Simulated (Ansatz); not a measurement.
`CC(C)[SiH]` + NH₃ → `N[SiH]` + `CCC` at 600 K and 1 bar (ligand exchange at the Si–C bond).

Computed with Ansatz on PBE0-D4/def2-TZVP structures; ΔE is electronic, products minus reactants. CCSD(T)/CBS is the MP2 limit (def2-TZVPP, def2-QZVPP) plus CCSD(T) − MP2 in def2-TZVPP, frozen cores. This one scheme is used for every species.

```json
{"species": "`CC(C)[SiH]`", "CCSD(T)/CBS energy (Eh)": "-407.98328", "H − E (kJ/mol)": "318.5", "S (J/(mol·K))": "394.4"}
{"species": "NH₃", "CCSD(T)/CBS energy (Eh)": "-56.50880", "H − E (kJ/mol)": "112.4", "S (J/(mol·K))": "219.5"}
{"species": "`N[SiH]`", "CCSD(T)/CBS energy (Eh)": "-345.56329", "H − E (kJ/mol)": "117.4", "S (J/(mol·K))": "286.7"}
{"species": "`CCC`", "CCSD(T)/CBS energy (Eh)": "-118.98051", "H − E (kJ/mol)": "315.9", "S (J/(mol·K))": "335.6"}
```

H − E and S are ideal-gas, rigid-rotor, harmonic terms from PBE0-D4/def2-TZVP, for one conformer and one mirror image of each species. 1 Eh = 2625.50 kJ/mol, R = 8.31446 J/(mol·K).

By hand: ΔE, ΔH, ΔS and ΔG.

ΔE = (-345.56329) + (-118.98051) − (-407.98328) − (-56.50880) = -0.05172 Eh = -135.8 kJ/mol. Δ(H − E) = 117.4 + 315.9 − 318.5 − 112.4 = 2.4, so ΔH = -133.4 kJ/mol. ΔS = 286.7 + 335.6 − 394.4 − 219.5 = 8.4 J/(mol·K). ΔG = -133.4 − 600 × (8.4)/1000 = -138.4 kJ/mol.

By hand: the equilibrium constant, and the temperature at which ΔG would vanish if ΔH and ΔS stayed fixed.

log₁₀ K = −ΔG/(RT ln 10) = 12.0. ΔH and −TΔS have one sign here, so there is no such temperature.

The number of gas molecules stays the same, so ΔS is small and ΔH decides. A doubt of 5 kJ/mol in ΔE shifts log₁₀ K by 0.4 here. Other conformers and mirror images would add mixing entropy, several J/(mol·K) or more a flexible species. These are equilibria of isolated gas molecules and say nothing of rates. Largest T1 diagnostic: 0.015 (customary marks: 0.02 for closed shells, 0.045 for open ones).

ΔS is within the doubt of such terms, so its sign, and with it that verdict, could turn.
